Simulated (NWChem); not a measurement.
# C₄H₄Si; SMILES C#C[SiH2]C#C

```xyz
9

Si     0.0000     0.0000    -0.8400
C      1.5022     0.0000     0.1991
C      2.5074     0.0000     0.8798
C     -1.5022     0.0000     0.1991
C     -2.5074     0.0000     0.8798
H      0.0000    -1.2096    -1.6990
H      0.0000     1.2096    -1.6990
H      3.3907     0.0000     1.4800
H     -3.3907     0.0000     1.4800
```
Atoms are numbered in this order, from 1.

Program: NWChem. Pople sets run with spherical d functions. STO-3G and 3-21G are far too small for this property and stand as cheap habits. Coordinates come from a B3LYP/6-31G* (spherical d) optimisation. GIAO values for the isolated, static molecule; σ is the absolute isotropic shielding, δ = σ(reference) − σ with the isolated reference molecule computed at the same levels (13C: tetramethylsilane, 1H: tetramethylsilane, 29Si: tetramethylsilane).

| level | δ Si1 (ppm) | δ C2 (ppm) | δ C3 (ppm) | δ H6 (ppm) | δ H8 (ppm) |
|---|---|---|---|---|---|
| BHandHLYP/pcSseg-1 | ? | ? | ? | ? | ? |
| B3LYP/6-31G* | -71.4 | 68.7 | 89.5 | 4.56 | 2.06 |
| PBE/pcSseg-1 | -101.6 | 80.1 | 102.0 | 4.75 | 2.11 |
| B3LYP/6-311G** | -96.6 | 79.9 | 101.3 | 4.68 | 2.12 |
| Hartree-Fock/STO-3G | -72.7 | 68.7 | 93.3 | 2.08 | 2.79 |

Q: Complete the blanks.

A: 
- BHandHLYP/pcSseg-1, δ Si1 (ppm): -92.8
- BHandHLYP/pcSseg-1, δ C2 (ppm): 82.9
- BHandHLYP/pcSseg-1, δ C3 (ppm): 106.5
- BHandHLYP/pcSseg-1, δ H6 (ppm): 4.36
- BHandHLYP/pcSseg-1, δ H8 (ppm): 2.29
